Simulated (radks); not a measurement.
Values are calculated unless marked as measured or tabulated.
Problem. Species: Cd IV. Configuration: [Kr] 4d8 5s1 (not the ground configuration). Code: a radial shooting solver on a logarithmic mesh with Libxc functionals. Model: Dirac Kohn-Sham, PBE, spin-unpolarised, spherical densities, point nucleus; open shells are shared between the two j in proportion to 2j + 1. Some entries of the table are withheld. Estimate them.

orbital  occ.  eigenvalue (eV)  <r^2> (bohr^2)  <r> (bohr)
1s1/2       2        -26552.23        0.001250     0.03040
2s1/2       2        -3977.549         0.02037      0.1313
2p1/2       2        -3705.712         0.01520      0.1112
2p3/2       4        -3513.255         0.01652      0.1164
3s1/2       2        -775.9792          0.1467      0.3580
3p1/2       2        -667.0874          0.1419         (1)
3p3/2       4        -632.6997          0.1508         (2)
3d3/2       4        -440.1196          0.1317      0.3325
3d5/2       6        -433.1297          0.1343      0.3360
4s1/2       2        -147.0881          0.8598      0.8718
4p1/2       2              (3)          0.9784      0.9257
4p3/2       4              (4)           1.040      0.9542
4d3/2     3.2         -50.9862           1.583       1.159
4d5/2     4.8         -50.1709           1.617       1.172
5s1/2       1         -34.2746           5.527       2.221

Solution. 
(1) 3p1/2 <r> (bohr): 0.3494
(2) 3p3/2 <r> (bohr): 0.3603
(3) 4p1/2 eigenvalue (eV): -111.8315
(4) 4p3/2 eigenvalue (eV): -105.8288
